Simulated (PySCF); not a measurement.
Two species compared at the same levels of theory.

First species: 1,2-dihydro-3-methylnaphthalene, C₁₁H₁₂.
Bonds: C1–C2, C2–C3 (double), C3–C4, C4–C5 (aromatic), C5–C6 (aromatic), C6–C7 (aromatic), C7–C8 (aromatic), C8–C9 (aromatic), C9–C10, C10–C11, C2–C11, C4–C9 (aromatic). Hydrogens: H12, H13, H14 on C1; H15 on C3; H16 on C5; H17 on C6; H18 on C7; H19 on C8; H20, H21 on C10; H22, H23 on C11.

Second species: C₈H₇OP.
SMILES: `Cc1oc2ccccc2p1`

Levels: PBE0/def2-SVPD for dipole moment, HOMO energy, LUMO energy, HOMO–LUMO gap, static isotropic polarisability and electronic spatial extent ⟨r²⟩ about the centre of nuclear charge; TDDFT PBE0/def2-SVPD for lowest singlet excitation; TDA PBE0/def2-SVPD for lowest triplet excitation (Tamm–Dancoff); PBE0-D3(BJ)/def2-SVP for rotational constant A and rotational constant C. Geometries: PBE0-D3(BJ)/def2-SVP. All species are isolated and taken at one optimised geometry, non-relativistic unless stated; the electronic structure was computed with PySCF and density fitting.

| property | column X | column Y |
| --- | --- | --- |
| dipole moment | 1.11 D | 1.06 D |
| HOMO energy | -6.02 eV | -6.37 eV |
| LUMO energy | -0.77 eV | -1.19 eV |
| HOMO–LUMO gap | 5.25 eV | 5.18 eV |
| lowest singlet excitation | 4.62 eV | 4.64 eV |
| lowest triplet excitation (Tamm–Dancoff) | 3.05 eV | 2.88 eV |
| static isotropic polarisability | 131.4 au | 121.8 au |
| electronic spatial extent ⟨r²⟩ about the centre of nuclear charge | 1838 bohr² | 1603 bohr² |
| rotational constant A | 2.610 GHz | 2.764 GHz |
| rotational constant C | 0.629 GHz | 0.693 GHz |

Task: Which column belongs to which species?

Result: Column X is the first species and column Y the second. The first has 23 atoms and 78 electrons, the second 17 and 78.

Task: How does each property change from the first species to the second?

Result: dipole moment -0.05 D; HOMO energy -0.35 eV; LUMO energy -0.42 eV; HOMO–LUMO gap -0.07 eV; lowest singlet excitation +0.02 eV; lowest triplet excitation (Tamm–Dancoff) -0.17 eV; static isotropic polarisability -9.6 au; electronic spatial extent ⟨r²⟩ about the centre of nuclear charge -235 bohr²; rotational constant A +0.154 GHz; rotational constant C +0.064 GHz.

On the first: The principal polarisabilities are 80.1, 128.7 and 185.4 au; their mean is the isotropic value. The dipole matches unit charges of opposite sign 0.23 Å apart (1 e·Å = 4.8032 D).

On the second: The dipole equals about 3.5 × 10⁻³⁰ C·m (1 D = 3.33564 × 10⁻³⁰ C·m). The principal polarisabilities are 71.0, 124.2 and 170.0 au; their mean is the isotropic value.

One conformer stands for the species.
